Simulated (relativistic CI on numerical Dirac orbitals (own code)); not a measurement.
Calculated at this level of theory: Dirac-Coulomb-Breit CI, orbitals from a KLI potential per configuration, model QED, unscaled Slater integrals (own radial code, finite nucleus).

The strongest absorption lines from the ground level of an ion, among the configurations computed and to levels below about 2780 eV (vacuum wavelength in nm, gf): 0.44851 (0.67), 0.45216 (1.2), 0.48629 (0.32), 0.48856 (0.68), 0.50215 (0.65), 0.50426 (0.39), 2.1778 (1.6), 2.2999 (0.53).

Q: Which ion is it?
A. Pt52+
B. Ta47+
C. Bi55+
D. Bi57+

A: D. Bi57+ has 26 electrons and the ground level 3s2.3p6.3d8 3F_4; the strongest line goes to 3s2.3p5.3d9 3D°_3. The pattern of lines fixes the number of electrons, and along that sequence the line energies rise steadily with the charge (about as its square where n changes within one kind of shell, about linearly where n is kept but much faster in heavy ions where fine structure, which grows about as Z⁴, sets the gap, and irregularly where shells cross), which fixes Z. Configurations outside the model, such as inner-shell arrays, can give stronger lines. At this charge energies of transitions that change n are usually good to better than 1 %, and those within a shell (Δn = 0) to a few per cent.

LS names give the leading component of a level, which can be under half, so a name can repeat, a term be missing and a line seem to break the LS rules.
